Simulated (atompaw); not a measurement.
u(r) = r·R(r): atom against pseudo-atom (Nb (Z = 41))

Columns: radius, all-electron u(r) and pseudo u(r) of the 4d shell (level -9.31 eV) of niobium in the configuration [Ar] 3d10 4s2 4p6 4d4 5s0 5p0; PBEsol, scalar-relativistic, PAW (atompaw) scheme, atompaw 4.2.0.5.

```csv
r (bohr),all-electron,pseudo
0.112,-0.1357,0.0001
0.223,-0.3071,0.0006
0.335,-0.3020,0.0022
0.446,-0.1715,0.0052
0.558,0.0085,0.0102
0.669,0.1875,0.0176
0.781,0.3461,0.0281
0.892,0.4737,0.0420
1.004,0.5715,0.0600
1.115,0.6403,0.0822
1.227,0.6858,0.1092
1.338,0.7116,0.1408
1.450,0.7224,0.1772
1.562,0.7215,0.2179
1.673,0.7121,0.2616
1.785,0.6963,0.3077
1.896,0.6761,0.3538
2.008,0.6526,0.3983
2.119,0.6273,0.4378
2.231,0.6005,0.4702
2.342,0.5733,0.4924
2.454,0.5457,0.5026
2.565,0.5186,0.5003
2.677,0.4915,0.4864
2.788,0.4654,0.4648
2.900,0.4397,0.4397
```

Task: How many radial nodes do the two functions have?

Result: The all-electron 4d function has n − l − 1 = 1; the pseudo-wave has 0, since the states of the same l below it are removed with the core.

Task: Is the pseudo-wave norm-conserving?

Result: No, it belongs to a PAW set: the norm inside the radius is not constrained, and the difference is carried by the augmentation charge.
